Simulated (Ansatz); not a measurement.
Relaxation of C2H4BFO2 (10 atoms, charge 0, multiplicity 1), to a largest force component of 0.015 eV/Å in at most 40 steps.

Level of theory: RKS revPBE/def2-SVP in Ansatz 0.2.0.

```xyz
10
Properties=species:S:1:pos:R:3:forces:R:3
C -0.289 -1.418 -0.336 -0.91 1.34 -0.68
O -0.947 -0.159 0.018 0.08 -1.05 0.21
C -0.025 0.615 0.697 4.08 -2.35 -0.06
O -0.384 1.895 0.898 -0.21 5.22 -1.79
B 0.636 1.786 -0.140 -1.37 -2.03 -0.88
F 1.109 2.131 -1.449 -1.14 0.32 3.44
H -1.046 -1.974 -0.917 0.00 -0.24 0.02
H 0.584 -1.187 -1.012 -0.13 -0.37 0.53
H -0.042 -1.945 0.592 0.46 -0.46 0.17
H 0.487 0.205 1.652 -0.87 -0.38 -0.96
```

Task: Where does it end, and by what steps?

Result: It converged. After 28 steps the energy has fallen by 1.731 eV; F6 moved furthest, 1.56 Å.

```
step  energy less start (eV)  largest force component (eV/Å)  accepted
   0                  0.0000                           5.219       yes
   1                 -0.9749                           2.463       yes
   2                 -1.3830                           0.960       yes
   3                 -1.4198                           0.355       yes
   4                 -1.4305                           0.141       yes
   5                 -1.4333                           0.077       yes
   6                 -1.4339                           0.035       yes
   7                 -1.4340                           0.023       yes
   8                 -1.4343                           0.029       yes
   9                 -1.4349                           0.127       yes
  10                 -1.4360                           0.164       yes
  11                 -1.4359                           0.330        no
  12                 -1.4368                           0.154       yes
  13                 -1.4453                           0.073       yes
  14                 -1.4519                           0.319       yes
  15                 -1.4623                           0.267       yes
  16                 -1.4824                           0.461       yes
  17                 -1.5053                           0.734       yes
  18                 -1.5576                           0.643       yes
  19                 -1.6416                           0.459       yes
  20                 -1.6773                           0.532       yes
  21                 -1.6517                           0.624        no
  22                 -1.6931                           0.893       yes
  23                 -1.7135                           0.322       yes
  24                 -1.7206                           0.296       yes
  25                 -1.7255                           0.259       yes
  26                 -1.7305                           0.039       yes
  27                 -1.7310                           0.016       yes
  28                 -1.7311                           0.011       yes
```

```xyz
10
Properties=species:S:1:pos:R:3
C -0.538 -1.549 -0.166
O -0.268 -0.257 -0.739
C 0.581 0.537 -0.060
O -0.149 1.545 1.109
B 0.381 2.056 0.006
F 0.528 3.259 -0.545
H -1.088 -2.130 -0.929
H 0.407 -2.078 0.093
H -1.162 -1.446 0.747
H 1.390 0.011 0.488
```

Time of the run: 31 s on 2 threads of Intel(R) Xeon(R) 6975P-C (Granite Rapids), on a shared host, peak memory 0.16 GiB.
